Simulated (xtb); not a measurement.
Cl$_{3}$Ga (SMILES [Cl][Ga]([Cl])[Cl]), singlet, geometry from GFN2-xTB (such geometries of metal compounds can be far from the true shape); GFN2-xTB (xtb).

The xtb input:
```
$ xtb mol.xyz --gfn 2 --ohess --json

# file mol.xyz
4

Ga     0.00000000     0.00000000    -0.00000000
Cl    -1.75999983    -1.10581726    -0.20820478
Cl     0.10032532     1.95214694    -0.73677512
Cl     1.65967451    -0.84632969     0.94497990
```

It wrote (shortened):

```
   ID    Z sym.   atoms
    1   31 Ga     1
    2   17 Cl     2-4

           -------------------------------------------------
          |                Calculation Setup                |
           -------------------------------------------------

           -------------------------------------------------
          |                 G F N 2 - x T B                 |
           -------------------------------------------------

          ...................................................
          :                      SETUP                      :
          :.................................................:
          :  # basis functions                  40          :
          :  # atomic orbitals                  36          :
          :  # shells                           12          :
          :  # electrons                        24          :
          :  max. iterations                   250          :
          :  Hamiltonian                  GFN2-xTB          :
          :  restarted?                      false          :
          :  GBSA solvation                  false          :
          :  PC potential                    false          :
          :  electronic temp.          300.0000000     K    :
          :  accuracy                    1.0000000          :
          :  -> integral cutoff          0.2500000E+02      :
          :  -> integral neglect         0.1000000E-07      :
          :  -> SCF convergence          0.1000000E-05 Eh   :
          :  -> wf. convergence          0.1000000E-03 e    :
          :  Broyden damping             0.4000000          :
          :  net charge                          0          :
          :  unpaired electrons                  0          :
          ...................................................

 iter      E             dE          RMSdq      gap      omega  full diag
   1    -15.0282770 -0.150283E+02  0.198E+01    4.54       0.0  T
   2    -15.0516188 -0.233418E-01  0.115E+01    4.05       1.0  T
   3    -15.0526284 -0.100957E-02  0.206E+00    4.06       1.0  T
   4    -15.0527461 -0.117646E-03  0.429E-01    4.05       1.0  T
   5    -15.0527510 -0.496916E-05  0.192E-01    4.07       1.0  T
   6    -15.0527486  0.241111E-05  0.992E-02    4.05       1.0  T
   7    -15.0527735 -0.248750E-04  0.273E-02    4.06       1.8  T
   8    -15.0527743 -0.816912E-06  0.511E-03    4.06       9.8  T
   9    -15.0527743  0.277275E-08  0.667E-03    4.06       7.5  T
  10    -15.0527743 -0.184855E-07  0.631E-04    4.06      79.2  T
  11    -15.0527743 -0.680753E-09  0.197E-04    4.06     253.7  T

   *** convergence criteria satisfied after 11 iterations ***

         :::::::::::::::::::::::::::::::::::::::::::::::::::::
         ::                     SUMMARY                     ::
         :::::::::::::::::::::::::::::::::::::::::::::::::::::
         :: total energy             -15.040735562174 Eh    ::
         :: gradient norm              0.000002285112 Eh/a0 ::
         :: HOMO-LUMO gap              4.061992117763 eV    ::
         ::.................................................::
         :: SCC energy               -15.052772951306 Eh    ::
         :: -> isotropic ES            0.010666553856 Eh    ::
         :: -> anisotropic ES         -0.000142171402 Eh    ::
         :: -> anisotropic XC         -0.000281325200 Eh    ::
         :: -> dispersion             -0.003856612936 Eh    ::
         :: repulsion energy           0.012037389131 Eh    ::
         :: add. restraining           0.000000000000 Eh    ::
         :: total charge               0.000000000000 e     ::
         :::::::::::::::::::::::::::::::::::::::::::::::::::::

      -----------------------------------------------------------
     |                   =====================                   |
     |                        A N C O P T                        |
     |                   =====================                   |
     |               Approximate Normal Coordinate               |
     |                Rational Function Optimizer                |
      -----------------------------------------------------------
      -----------------------------------------------------------
     |                   =====================                   |
     |                        A N C O P T                        |
     |                   =====================                   |
     |               Approximate Normal Coordinate               |
     |                Rational Function Optimizer                |
      -----------------------------------------------------------

          ...................................................
          :                      SETUP                      :
          :.................................................:
          :   optimization level            normal          :
          :   max. optcycles                   200          :
          :   ANC micro-cycles                  20          :
          :   degrees of freedom                 6          :
          :.................................................:
          :   RF solver                   davidson          :
          :   write xtbopt.log                true          :
          :   linear?                        false          :
          :   energy convergence         0.5000000E-05 Eh   :
          :   grad. convergence          0.1000000E-02 Eh/α :
          :   maxmium RF displ.          1.0000000          :
          :   Hlow (freq-cutoff)         0.1000000E-01      :
          :   Hmax (freq-cutoff)         5.0000000          :
          :   S6 in model hess.         20.0000000          :
          ...................................................

generating ANC from exact Hessian ...
Using Lindh-Hessian (1995)
 Shifting diagonal of input Hessian by    9.7593953821112651E-003
 Lowest  eigenvalues of input Hessian
    0.000000    0.000000    0.000000    0.000000    0.000000    0.000000
[...]
 * total energy  :   -15.0407356 Eh     change       -0.4802381E-10 Eh
   *** GEOMETRY OPTIMIZATION CONVERGED AFTER 1 ITERATIONS ***
         :: total energy             -15.040735562222 Eh    ::
[...]
     3  17 Cl       0.793     0.008    98.850    15.209
     4  17 Cl       0.793     0.008    98.850    15.209

 Mol. C6AA /au·bohr⁶  :       1946.911676
 Mol. C8AA /au·bohr⁸  :     119166.247536
 Mol. α(0) /au        :         78.843814

Wiberg/Mayer (AO) data.
largest (>0.10) Wiberg bond orders for each atom

 ---------------------------------------------------------------------------
     #   Z sym  total        # sym  WBO       # sym  WBO       # sym  WBO
 ---------------------------------------------------------------------------
     1  31 Ga   3.947 --     3 Cl   1.316     4 Cl   1.316     2 Cl   1.316
     2  17 Cl   1.630 --     1 Ga   1.316     3 Cl   0.157     4 Cl   0.157
     3  17 Cl   1.630 --     1 Ga   1.316     2 Cl   0.157     4 Cl   0.157
     4  17 Cl   1.630 --     1 Ga   1.316     3 Cl   0.157     2 Cl   0.157
 ---------------------------------------------------------------------------

Topologies differ in total number of bonds
Writing topology from bond orders to xtbtopo.mol

molecular dipole:
                 x           y           z       tot (Debye)
 q only:        0.000       0.000      -0.000
   full:        0.000       0.000      -0.000       0.000
molecular quadrupole (traceless):
                xx          xy          yy          xz          yz          zz
 q only:        0.060       0.030       0.056       0.075      -0.081      -0.116
  q+dip:        0.156       0.077       0.145       0.194      -0.210      -0.301
   full:       -0.999      -0.492      -0.924      -1.240       1.338       1.923

           -------------------------------------------------
          |               Frequency Printout                |
           -------------------------------------------------
 projected vibrational frequencies (cm⁻¹)
eigval :       -0.00    -0.00    -0.00     0.00     0.00     0.00
eigval :      104.31   104.36   124.47   317.32   397.04   397.07
 reduced masses (amu)
   1: 38.96   2: 39.83   3: 45.66   4: 38.35   5: 43.68   6: 46.95   7: 41.58   8: 41.58
   9: 56.15  10: 35.45  11: 50.03  12: 50.03
 IR intensities (km·mol⁻¹)
   1:  0.00   2:  0.00   3:  0.00   4:  0.00   5:  0.00   6:  0.00   7:  8.97   8:  8.74
   9:  2.54  10:  0.00  11: 45.11  12: 45.27
 Raman intensities (Ä⁴*amu⁻¹)
   1:  0.00   2:  0.00   3:  0.00   4:  0.00   5:  0.00   6:  0.00   7:  0.00   8:  0.00
   9:  0.00  10:  0.00  11:  0.00  12:  0.00
 output can be read by thermo (or use thermo option).
 writing <g98.out> molden fake output.
 recommended (thermochemical) frequency scaling factor: 1.0
           -------------------------------------------------
          |             Thermodynamic Functions             |
           -------------------------------------------------

d3h symmetry found (for desy threshold:  0.10E+00) used in thermo

          ...................................................
          :                      SETUP                      :
          :.................................................:
          :  # frequencies                           6      :
          :  # imaginary freq.                       0      :
          :  linear?                             false      :
          :  only rotor calc.                    false      :
          :  symmetry                              d3h      :
          :  rotational number                       6      :
          :  scaling factor                  1.0000000      :
          :  rotor cutoff                   50.0000000 cm⁻¹ :
          :  imag. cutoff                  -20.0000000 cm⁻¹ :
          :.................................................:

    mode    ω/cm⁻¹     T·S(HO)/kcal·mol⁻¹    T·S(FR)/kcal·mol⁻¹   T·S(vib)
   ------------------------------------------------------------------------
       1    104.31    -1.00539 ( 94.99%)    -0.83855 (  5.01%)    -0.99702
       2    104.36    -1.00510 ( 95.00%)    -0.83840 (  5.00%)    -0.99676
       3    124.47    -0.90332 ( 97.46%)    -0.78623 (  2.54%)    -0.90035
   ------------------------------------------------------------------------

   temp. (K)  partition function   enthalpy   heat capacity  entropy
                                   cal/mol     cal/K/mol   cal/K/mol   J/K/mol
 298.15  VIB   24.8                 1986.083     10.294     12.979
         ROT  0.637E+05              888.752      2.981     24.962
         INT  0.158E+07             2874.835     13.275     37.941
         TR   0.226E+28             1481.254      4.968     41.386
         TOT                        4356.0889    18.2430    79.3268   331.9033

       T/K    H(0)-H(T)+PV         H(T)/Eh          T*S/Eh         G(T)/Eh
   ------------------------------------------------------------------------
    298.15    0.694187E-02    0.102329E-01    0.376907E-01   -0.274579E-01
   ------------------------------------------------------------------------

         :::::::::::::::::::::::::::::::::::::::::::::::::::::
         ::                  THERMODYNAMIC                  ::
         :::::::::::::::::::::::::::::::::::::::::::::::::::::
         :: total free energy         -15.068193415903 Eh   ::
         ::.................................................::
         :: total energy              -15.040735562222 Eh   ::
         :: zero point energy           0.003290997032 Eh   ::
         :: G(RRHO) w/o ZPVE           -0.030748850713 Eh   ::
         :: G(RRHO) contrib.           -0.027457853681 Eh   ::
         :::::::::::::::::::::::::::::::::::::::::::::::::::::

optimized geometry written to: xtbopt.xyz

           -------------------------------------------------
          | TOTAL ENERGY              -15.040735562222 Eh   |
          | TOTAL ENTHALPY            -15.030502695590 Eh   |
          | TOTAL FREE ENERGY         -15.068193415903 Eh   |
          | GRADIENT NORM               0.000001245746 Eh/α |
          | HOMO-LUMO GAP               4.062014308940 eV   |
           -------------------------------------------------

normal termination of xtb
```
